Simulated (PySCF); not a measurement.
Compound: C4H6N2O.
Geometry (GFN2-xTB, Å), atoms numbered from 1 in this order:
```xyz
13
C4H6N2O angstrom
C      2.1384   -0.1020    0.0804
O      1.1634    0.9097    0.0268
C     -0.1239    0.4793   -0.0146
C     -1.2474    1.3293   -0.0754
N     -2.3612    0.6267   -0.1019
N     -1.9954   -0.6458   -0.0607
C     -0.6477   -0.7976   -0.0075
H      2.0258   -0.7167    0.9804
H      3.1013    0.4046    0.1050
H      2.0895   -0.7489   -0.8025
H     -1.2631    2.3986   -0.1007
H     -2.6929   -1.3718   -0.0761
H     -0.1912   -1.7650    0.0291
```

Computed geometry: GFN2-xTB, gas phase.

Take the most abundant isotopes and a rigid rotor. The values belong to one conformer with, in the numbering `[CH3:1][O:2][c:3]1[cH:4][n:5][nH:6][cH:7]1`, C1–O2–C3–C4 180°.

Task: What are A, B and C (GHz)?

Result: Ia = 64.27, Ib = 248.90, Ic = 309.96 u·Å²; 505379 MHz·u·Å²/I gives 7863, 2030 and 1630 MHz, that is A = 7.8628, B = 2.0305, C = 1.6305 GHz.

Task: Classify the top.

Result: An asymmetric top: κ = (2 × 2030 − 7863 − 1630)/(7863 − 1630) = -0.87.

Task: Is it planar, by Δ = Ic − Ia − Ib?

Result: Not planar: Δ = Ic − Ia − Ib = -3.21 u·Å². For a rigid frame Δ = −2 Σ m c², so Σ m c² = 1.60 u·Å² lies off the ab plane, practically all of it from hydrogen. The atom farthest from that plane is 0.90 Å away.

Task: Give the other two planar moments, Paa and Pbb, and the rms extents of the mass along the axes.

Result: Paa = Σ m a² = (Ib + Ic − Ia)/2 = 247.29 and Pbb = Σ m b² = (Ia + Ic − Ib)/2 = 62.67 u·Å². With the mass M = 98.05 u, the rms extents √(P/M) along a, b and c are 1.59, 0.80, 0.13 Å.

Task: Estimate the classical rotational partition function at 10 K, 25 K and 298.15 K.

Result: Point group Cs, symmetry number σ = 1; q = (√π/σ)·√((kT/h)³/(ABC)), k/h = 20836.6 MHz/K: 1040 at 10 K, 4130 at 25 K, 170000 at 298.15 K.

Not checked by GFN2-xTB frequencies. These are rigid-rotor constants of the computed structure; measured ground-state constants (B0) also hold zero-point vibration.
